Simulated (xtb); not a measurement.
Cl$_{2}$Si, charge +1, doublet, geometry from GFN2-xTB (a state made from the parent by changing its charge; the spin is typed, not shown lowest). Base run: GFN0-xTB run with xtb 6.7.1.

Geometry (Å):
```xyz
3

Si     0.0009     0.0035     0.5294
Cl     1.1508     1.3750    -0.2289
Cl    -1.1515    -1.3779    -0.2070
```
Charge +1, spin multiplicity 2.
All else is at xtb's defaults.
Base energy -8.57456 Eh.

Variants of this job, named by their change:

```json
[
 {"change": "base", "ΔE vs base (kJ/mol)": "0.00"},
 {"change": "etemp = 10", "ΔE vs base (kJ/mol)": "0.00"},
 {"change": "etemp = 10000", "ΔE vs base (kJ/mol)": "-132.0"},
 {"change": "file = coord", "ΔE vs base (kJ/mol)": "0.00"},
 {"change": "acc = 0.1", "ΔE vs base (kJ/mol)": "0.00"}
]
```
